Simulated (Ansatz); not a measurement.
Consider the ligand exchange at the Si–Cl bond: `F[SiH](F)S[SiH2]Cl` + H–F → `F[SiH2]S[SiH](F)F` + HCl.

Isolated molecules relaxed with PBE0-D4/def2-TZVP in Ansatz; ΔE leaves out vibrations. CCSD(T)/CBS adds triple-zeta CCSD(T) − MP2 to the extrapolated MP2 energy (def2 sets, frozen cores). This one scheme is used for every species. DFT in def2-TZVPP. One conformer a species, not always the lowest.

```csv
level,ΔE (eV)
ωB97X-V,-0.43
CAM-B3LYP,-0.54
MP2/def2-TZVPP,-0.38
CCSD/CBS(def2),-0.42
```

(1) What does CCSD(T)/CBS give? (Estimate.)

Largest T1 diagnostic among the species: 0.012.

Results:

(1) Computed: -0.39 eV. The listed levels differ from it by -0.04, -0.15, 0.01, -0.03 eV.

The D4 term adds +0.07 eV with B3LYP and +0.04 eV with PBE0; it sums over pairs of atoms, weighted by their polarisabilities, and B3LYP, whose exchange is more repulsive, gets the larger term. In def2-TZVPP, CCSD(T) changes the Hartree–Fock value by +0.13 eV (the triples alone add +0.03 eV) and MP2 by +0.19 eV. Leaving LDA and LC-ωPBE aside and taking each functional with its dispersion term where it has one, the values, not all of them listed here, spread over 0.20 eV, from CAM-B3LYP-D4 to revPBE-D4.

B3LYP here is the variant with VWN-RPA as its local correlation; programs differ in this.
